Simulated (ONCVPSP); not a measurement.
## Configuration tests for Cl (Z = 17) (ONCV)

```json
{
  "Element": "chlorine",
  "Generator": "ONCVPSP 4.0.1",
  "Type": "optimised norm-conserving Vanderbilt (ONCV)",
  "Functional": "PBE",
  "Relativity": "scalar-relativistic",
  "Frozen core": "[Ne]",
  "Valence charge": "7",
  "Reference configuration": "3s2 3p3 (charge +2)",
  "Partial waves": "3s: rc 1.10 bohr, ncon 4, nbas 8, qcut 5.4 1/bohr, 1 projector; 3p: rc 1.05 bohr, ncon 4, nbas 7, qcut 8.5 1/bohr, 3 projectors, debl 1.4 Ha; d scattering state at 0.12 Ha: rc 0.85 bohr, ncon 4, nbas 7, qcut 9.8 1/bohr, 2 projectors, debl 3.6 Ha",
  "Local potential": "polynomial inside 0.75 bohr (lpopt 5, dvloc0 4 Ha)",
  "Core correction": "Teter function, fcfact 5.5, rcfact 1.35"
}
```

Energies are relative to the spin-unpolarised reference configuration 3s2 3p3; without spin polarisation the order of configurations can differ from experiment.

```tsv
valence configuration	charge	ΔE all-electron (eV)	error AE − PS (meV)
3s2 3p5	0	-39.322	+22
3s2 3p4	+1	-25.447	+9.4
3s2 3p2	+3	38.307	+15
3s1 3p6	0	-27.169	+18
```

Levels in the configuration 3s1 3p6:

| level | all-electron (eV) | pseudo (eV) |
| --- | --- | --- |
| 3s | -21.347 | -21.356 |
| 3p | -9.139 | -9.146 |

Note: ghosts flagged at negative energy: p at -231.6 eV; GHOST(+) flagged for p at 289.1 eV. A true bound ghost makes a file unfit for plane-wave use.
